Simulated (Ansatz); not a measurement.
Basis-set extrapolation for `C=NC[SiH3]` (PBE0-D4/def2-TZVP geometry, frozen core, Ansatz 0.2.0). Multiplicity 1, RHF reference.

```json
{"": "HF", "def2-TZVPP": "-423.219519", "def2-QZVPP": "-423.234899"}
{"": "MP2 correlation", "def2-TZVPP": "-0.666090", "def2-QZVPP": "-0.710360"}
{"": "CCSD(T) correlation", "def2-TZVPP": "-0.741019", "def2-QZVPP": "not run"}
```

Energies in hartree. Use E(X) = E(∞) + A·exp(−7.88·√X) for Hartree–Fock and E(X) = E(∞) + B·X^(−2.97) for correlation, with X = 3 and 4, and add CCSD(T) minus MP2 of the smaller set to the MP2 limit.

Problem. What is the CCSD(T) energy at the basis-set limit?

Solution. HF limit: -423.234899 + (-0.015380) × 0.13774 = -423.23702. MP2 limit: -0.710360 + (-0.044270) × 0.74074 = -0.74315. Higher-order term: -0.741019 − (-0.666090) = -0.07493. Total: -424.05510 hartree, 2.57 eV below CCSD(T)/def2-TZVPP.
